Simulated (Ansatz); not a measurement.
A geometry relaxed with PBE-D3(BJ)/def2-TZVP (Ansatz, a quantum-chemistry and plane-wave program), charge 0, multiplicity 1:

```xyz
13

Ga    -0.1664    -0.0100    -0.0309
H      2.9324     1.0857    -0.4983
H     -1.7742    -1.8315     0.7908
H      2.6744    -0.1331     1.5614
H     -2.1644     1.6579     0.1566
Si     2.2594    -0.1062     0.1167
H     -0.6723     2.3858     0.8284
H      2.8462    -1.3307    -0.5214
H     -0.8917     2.2878    -0.9225
C     -1.0787     1.7560     0.0241
C     -1.2598    -1.6642    -0.1693
H     -2.0406    -1.5416    -0.9348
H     -0.6643    -2.5558    -0.4008
```

Write the SMILES of this molecule.

`[CH3][Ga]([CH3])[SiH3]`
